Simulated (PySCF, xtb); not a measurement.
C3H5BO2, SMILES C=CB(C=O)O.

Geometry optimised at r2SCAN-D4/def2-SVP. This is a generated structure with no PubChem entry under its InChIKey; it may be hypothetical. One conformer was computed; it need not be the lowest.

Computed with PySCF with C-PCM-PBE0/def2-SVP.

The values are the electrostatic part of the solvation free energy, E(continuum) − E(gas) at the gas-phase geometry, in a cavity of scaled van der Waals radii (PySCF's table); cavitation and dispersion terms are not included. In vacuum the orbital gap is 4.91 eV. The dipole moment in vacuum is 1.79 D.

```csv
solvent,ε,ΔG(elec) (kcal/mol),dipole (D),gap (eV)
water,78.36,-4.7,2.24,4.96
dichloromethane,8.93,-4.2,2.19,4.95
acetonitrile,35.69,-4.6,2.23,4.96
```

For comparison, GFN2-xTB/ALPB(water) (xtb, at the GFN2-xTB geometry, all terms of that model) gives -4.7 kcal/mol.
